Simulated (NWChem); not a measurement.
Correlation energy of H3ClSi

SMILES: [SiH3]Cl
```xyz
5

Si     0.9965     0.0279     0.0000
Cl    -1.0818    -0.0303     0.0000
H      1.4600     0.7444     1.2180
H      1.4600     0.7444    -1.2180
H      1.5191    -1.3644     0.0000
```
Charge 0, spin multiplicity 1.

All runs are NWChem calculations. The geometry was optimised at B3LYP/def2-SVP, a minimum by its harmonic frequencies.

Basis set: cc-pVTZ. Each correlation energy counts from its own Hartree-Fock reference.

The correlated methods keep 10 core orbitals frozen. The structure started from a generated list of species. Coupled-cluster values serve here as a point of comparison, not as the truth.

```csv
method,correlation energy (mHa)
CCSD,___
CR-CCSD(T),-366.6
SCS-MP2,___
CCSD(T),-369.0
CCSD+T(CCSD),___
MP2,-318.9
RI-MP2,-318.9
CR-CCSD[T],-366.7
```

**Question.** What belongs in the gaps?

**Answer.** 
- CCSD, correlation energy (mHa): -356.6
- SCS-MP2, correlation energy (mHa): -326.5
- CCSD+T(CCSD), correlation energy (mHa): -369.2
